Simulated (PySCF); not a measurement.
mesitylene (C9H12), singlet, at a GFN2-xTB geometry; MP2/6-31G (PySCF).

PySCF was given this input:
```python
from pyscf import gto, scf, mp

mol = gto.M(
    atom='''
C    -2.439771   -1.555189   -0.098722
C    -1.177081   -0.748580   -0.034602
C    -1.220282    0.637063   -0.092220
C    -0.057334    1.393426   -0.055782
C    -0.121339    2.891327   -0.092035
C     1.163357    0.740886    0.041100
C     1.234089   -0.643767    0.100287
C     2.561394   -1.337193    0.181112
C     0.056652   -1.376848    0.060699
H    -2.335947   -2.483557    0.458506
H    -3.280285   -0.993932    0.303091
H    -2.667527   -1.808292   -1.134967
H    -2.176590    1.136532   -0.165310
H    -0.214666    3.284481    0.921099
H    -0.982495    3.229456   -0.664086
H     0.781409    3.308154   -0.532772
H     2.075194    1.321311    0.072557
H     3.297086   -0.711069    0.680820
H     2.475296   -2.278927    0.718532
H     2.929432   -1.554536   -0.822404
H     0.100980   -2.456366    0.105905
''',
    basis='6-31g',
    charge=0,
    spin=0,
    verbose=4,
)

mf = scf.RHF(mol)
mf.kernel()

pt = mp.MP2(mf, frozen=9)
pt.kernel()
print('E(MP2) = %.10f' % pt.e_tot)
mf.analyze()
```

Q: Predict the main parts of the log of this PySCF run.

A: 
```
PySCF version 2.14.0

[INPUT] verbose = 4
[INPUT] num. atoms = 21
[INPUT] num. electrons = 66
[INPUT] charge = 0
[INPUT] spin (= nelec alpha-beta = 2S) = 0
[INPUT] symmetry False subgroup None
[INPUT] Mole.unit = angstrom
[INPUT] Symbol           X                Y                Z      unit          X                Y                Z       unit  Magmom
[...]
nuclear repulsion = 422.006060842375
number of shells = 69
number of NR pGTOs = 246
number of NR cGTOs = 105
basis = 6-31g
ecp = {}

******** <class 'pyscf.scf.hf.RHF'> ********
method = RHF
initial guess = minao
damping factor = 0
level_shift factor = 0
DIIS = <class 'pyscf.scf.diis.CDIIS'>
diis_start_cycle = 1
diis_space = 8
diis_damp = 0
SCF conv_tol = 1e-09
SCF conv_tol_grad = None
SCF max_cycles = 50
direct_scf = True
direct_scf_tol = 1e-13
Set gradient conv threshold to 3.16228e-05
Initial guess from minao.
init E= -350.326527876078
[...]
cycle= 1 E= -347.611173337995  delta_E= 2.72  |g|= 0.426  |ddm|= 4.19
[...]
cycle= 2 E= -347.682491709283  delta_E= -0.0713  |g|= 0.11  |ddm|= 0.949
[...]
cycle= 3 E= -347.687212947872  delta_E= -0.00472  |g|= 0.0309  |ddm|= 0.318
[...]
cycle= 4 E= -347.687497639021  delta_E= -0.000285  |g|= 0.00395  |ddm|= 0.0504
[...]
cycle= 5 E= -347.687505534219  delta_E= -7.9e-06  |g|= 0.00122  |ddm|= 0.0105
[...]
cycle= 6 E= -347.68750616581  delta_E= -6.32e-07  |g|= 0.000407  |ddm|= 0.00214
[...]
cycle= 7 E= -347.687506342597  delta_E= -1.77e-07  |g|= 0.000199  |ddm|= 0.0011
[...]
cycle= 8 E= -347.687506395606  delta_E= -5.3e-08  |g|= 7.22e-05  |ddm|= 0.000708
[...]
cycle= 9 E= -347.687506401877  delta_E= -6.27e-09  |g|= 1.98e-05  |ddm|= 0.000276
[...]
cycle= 10 E= -347.687506402237  delta_E= -3.6e-10  |g|= 4.19e-06  |ddm|= 7.64e-05
[...]
Extra cycle  E= -347.687506402243  delta_E= -5.34e-12  |g|= 2.61e-06  |ddm|= 1.03e-05
converged SCF energy = -347.687506402243

******** <class 'pyscf.mp.mp2.RMP2'> ********
nocc = 24, nmo = 96
frozen orbitals 9
E(RMP2) = -348.481264959667  E_corr = -0.793758557424629
E(SCS-RMP2) = -348.472885454368  E_corr = -0.785379052125209
E_corr(same-spin) = -0.192843711674246
E_corr(oppo-spin) = -0.600914845750383
E(MP2) = -348.4812649597
**** SCF Summaries ****
Total Energy =                        -347.687506402242548
Nuclear Repulsion Energy =             422.006060842375291
One-electron Energy =                -1305.328472455639940
Two-electron Energy =                  535.634905211022101
Two-electron Coulomb Energy =          586.581227979498522
DFT Exchange-Correlation Energy =      -50.946322768476421
HOMO-LUMO gap [eV] =                    12.712287285260889
**** MO energy ****
[...]
 ** Mulliken pop on meta-lowdin orthogonal AOs  **
 ** Mulliken pop  **
 ** Mulliken atomic charges  **
charge of    0C =     -0.29470
charge of    1C =      0.04049
charge of    2C =     -0.15587
charge of    3C =      0.04045
charge of    4C =     -0.29470
charge of    5C =     -0.15580
charge of    6C =      0.04046
charge of    7C =     -0.29470
charge of    8C =     -0.15601
charge of    9H =      0.10311
charge of   10H =      0.10271
charge of   11H =      0.10861
charge of   12H =      0.09571
charge of   13H =      0.10867
charge of   14H =      0.10302
charge of   15H =      0.10275
charge of   16H =      0.09574
charge of   17H =      0.10278
charge of   18H =      0.10303
charge of   19H =      0.10861
charge of   20H =      0.09566
Dipole moment(X, Y, Z, Debye):  0.00105, -0.00618, -0.04490
```
